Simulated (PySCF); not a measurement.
## Energy of Cr (chromium, neutral) between two integer charges

The 4s alpha orbital of [Ar] 3d5 4s1 is emptied in steps (occupation f), with all orbitals relaxed, ending at [Ar] 3d5. Calculation: PySCF 2.14, in x2c-TZVPall (6s5p4d1f, 48 functions); scalar relativity by spin-free X2C-1e. The exact energy is a straight line in f; departures are measured from the line between the end points of the same method.

```json
{"f": "1", "UHF (eV)": "0.000", "LDA (eV)": "0.000", "PBE (eV)": "0.000"}
{"f": "0.9", "UHF (eV)": "0.013", "LDA (eV)": "-0.268", "PBE (eV)": "-0.264"}
{"f": "0.7", "UHF (eV)": "0.030", "LDA (eV)": "-0.630", "PBE (eV)": "-0.621"}
{"f": "0.5", "UHF (eV)": "0.035", "LDA (eV)": "-0.754", "PBE (eV)": "-0.744"}
{"f": "0.3", "UHF (eV)": "0.029", "LDA (eV)": "-0.635", "PBE (eV)": "-0.630"}
{"f": "0.1", "UHF (eV)": "0.012", "LDA (eV)": "-0.272", "PBE (eV)": "-0.272"}
{"f": "0", "UHF (eV)": "0.000", "LDA (eV)": "0.000", "PBE (eV)": "0.000"}
```

```csv
method,E(f=0) − E(f=1) (eV),−ε at f=1 (eV),−ε at f=0.5 (eV)
UHF,6.016,6.169,6.011
LDA,7.619,4.649,7.603
PBE,7.406,4.482,7.379
```

Orbital energy along the path (eV):

| f | UHF | LDA | PBE |
| --- | --- | --- | --- |
| 1 | -6.169 | -4.649 | -4.482 |
| 0.9 | -6.134 | -5.225 | -5.048 |
| 0.7 | -6.069 | -6.401 | -6.200 |
| 0.5 | -6.011 | -7.603 | -7.379 |
| 0.3 | -5.958 | -8.822 | -8.582 |
| 0.1 | -5.909 | -10.042 | -9.813 |
| 0 | -5.886 | -10.645 | -10.439 |

Reference removal energy between the ground levels: 6.767 eV (measured; NIST Atomic Spectra Database, ionization energies). UHF lacks correlation.
